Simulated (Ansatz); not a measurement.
```yaml
crystal:
  periodic: [false, false, false]
  atoms:
    - {symbol: Si, position_ang: [-1.046956, 1.574230, 0.254585]}
    - {symbol: P, position_ang: [1.135209, 0.997777, 0.374336]}
    - {symbol: N, position_ang: [1.003522, -0.699508, 0.604156]}
    - {symbol: Ga, position_ang: [0.395115, -2.019103, -0.521301]}
    - {symbol: H, position_ang: [-1.818773, 0.589946, -0.557591]}
    - {symbol: H, position_ang: [-1.607429, 1.573945, 1.632447]}
    - {symbol: H, position_ang: [-1.201036, 2.933885, -0.333113]}
    - {symbol: H, position_ang: [1.329005, 1.054621, -1.034496]}
    - {symbol: H, position_ang: [1.431109, -0.985397, 1.472688]}
    - {symbol: H, position_ang: [-0.133072, -1.539891, -1.906546]}
    - {symbol: H, position_ang: [0.513317, -3.480515, 0.014835]}
basis:
  gaussian: {orbitals: aug-cc-pVTZ}
hamiltonian: {xc: {name: HF}}
accuracy: high
smearing: {width: 0.1}
output: {forces: true}
```

```sh
$ ansatz run in.yaml --threads 4 --pin off --events-out ev --progress --plain --max-ram 10444MiB
```

Shortened log:

```
Error: YAML parse error: error: line 19 column 1: unknown field `smearing`, expected one of crystal, accuracy, basis, kpoints, hamiltonian, magnetization, projection, total_charge, correlation, batch, efield, external_charges, scf, relax, neb, saddle, md, ramp, phonons, dielectric, real_time, elastic, magnetic_configurations, gw, evaluate, workflow, output, checkpoint, execution
17 | hamiltonian: {xc: {name: HF}}
18 | accuracy: high
19 | smearing: {width: 0.1}
20 | output: {forces: true}
```

Q: Something in this input is off. What?

A: The input holds a key that doesn't belong there. The program refused the input.
